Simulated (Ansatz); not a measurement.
```yaml
crystal:
  periodic: [false, false, false]
  atoms:
    - {symbol: Cl, position_ang: [-2.289757, 0.997560, -0.368283]}
    - {symbol: Ge, position_ang: [-0.347983, 0.594015, -0.988819]}
    - {symbol: Ge, position_ang: [0.713659, -0.752220, 0.871912]}
    - {symbol: H, position_ang: [-0.485712, -0.134088, -2.146626]}
    - {symbol: H, position_ang: [0.384928, 1.721801, -1.307326]}
    - {symbol: H, position_ang: [0.692848, 0.186866, 1.983895]}
    - {symbol: H, position_ang: [1.863363, -1.138726, 0.394722]}
    - {symbol: H, position_ang: [-0.282180, -1.867437, 1.144035]}
basis:
  gaussian: {orbitals: def2-SVP}
hamiltonian: {xc: {name: PBE0}}
relax: {f_tol: 0.001, max_steps: 3}
output: {forces: true}
```

```sh
$ ansatz run in.yaml --threads 4 --pin off --events-out ev --progress --plain --max-ram 10444MiB
```

Output, abridged:

```
Functional definition: PBE0
1123 factors; integrals over basis functions are off by at most 2.9e-4 eV
mean field evaluation 1: about -125603.0518 eV, gradient 2.0e1 eV
mean field evaluation 2: about -125603.2838 eV, gradient 1.7e1 eV
mean field evaluation 4: about -125603.5681 eV, gradient 4.1e-1 eV
mean field evaluation 8: about -125603.5676 eV, gradient 2.8e-2 eV
mean field -125603.56760553 eV, -4615.8459723473 hartree, gradient 3.7e-5 eV, S^2 0.000000; 0 other end points of the search recorded, 0 dependent functions left out
reference -125603.56763305 eV, -4615.8459733586 hartree; 43, 43 occupied and 64, 64 virtual orbitals, 1123 factors
relax step   1: F+E_penalty+E_count = -125603.56760553 eV  Δ(F+E_penalty+E_count) = +0.000e0 eV  max|allowed force component| = 6.508e0 eV/Å  Δτ_max = 0.0000 Å  (23 SCF iters, accepted)
1123 factors; integrals over basis functions are off by at most 3.5e-4 eV
mean field evaluation 16: about -125604.9655 eV, gradient 3.8e-1 eV
mean field -125604.97537491 eV, -4615.8977069179 hartree, gradient 8.1e-6 eV, S^2 0.000000; 0 other end points of the search recorded, 0 dependent functions left out
reference -125604.97540247 eV, -4615.8977079308 hartree; 43, 43 occupied and 64, 64 virtual orbitals, 1123 factors
relax step   2: F+E_penalty+E_count = -125604.97537491 eV  Δ(F+E_penalty+E_count) = -1.408e0 eV  max|allowed force component| = 1.430e0 eV/Å  Δτ_max = 0.1945 Å  (27 SCF iters, accepted)
1123 factors; integrals over basis functions are off by at most 4.1e-4 eV
mean field -125605.10850196 eV, -4615.9025992467 hartree, gradient 9.0e-6 eV, S^2 0.000000; 0 other end points of the search recorded, 0 dependent functions left out
reference -125605.10852967 eV, -4615.9026002649 hartree; 43, 43 occupied and 64, 64 virtual orbitals, 1123 factors
relax step   3: F+E_penalty+E_count = -125605.10850196 eV  Δ(F+E_penalty+E_count) = -1.331e-1 eV  max|allowed force component| = 1.650e-1 eV/Å  Δτ_max = 0.0877 Å  (27 SCF iters, accepted)
Error: geometry relaxation did not converge after 3 steps: max|allowed force component| = 1.65e-1 eV/Å (threshold 1.0e-3). Raise `relax.max_steps` over both its present limit and 3, loosen `relax.f_tol`, or start from a geometry closer to equilibrium. Where this run's directory can be resumed (`checkpoint.write`), a resume goes on for up to `relax.max_steps` more
```

**Question.** What is wrong with this run?

**Answer.** The relaxation is allowed too few steps for its threshold. The run did not converge.
